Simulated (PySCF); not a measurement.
ZrH₃, SMILES [ZrH3] (connectivity only; charge and spin as stated), neutral, multiplicity 2. Atoms are numbered in the order given.

```xyz
4

Zr     0.0000     0.0000     0.0000
H      1.8652     0.0000     0.0000
H     -0.9326     1.6153     0.0000
H     -0.9326    -1.6153     0.0000
```
Charge 0, spin multiplicity 2.

Coordinates come from a B3LYP-D3(BJ)/def2-TZVPD optimisation. A frequency run showed that this geometry is not a minimum. The multiplicity is an assumed one; other spin states were not compared. The def2 effective core potentials stand for the cores of Zr; spin–orbit coupling is left out.

Calculation: PySCF with PBE/def2-TZVPD.

Mulliken values depend strongly on the basis, most of all with diffuse functions as here. ESP charges are fitted to the potential on shells at 1.4 to 2.0 van der Waals radii. Atomic charges (e):

```tsv
atom	ESP fit	Mulliken	Mulliken spin
Zr1	…	0.37	1.14
H2	…	-0.12	-0.05
H3	…	-0.12	-0.05
H4	…	-0.12	-0.05
```

Question: Some entries are withheld; supply them. (The exact figures need the calculation; the answer reports its results.)

Answer: 
- Zr1, ESP fit: 0.80
- H2, ESP fit: -0.27
- H3, ESP fit: -0.27
- H4, ESP fit: -0.27
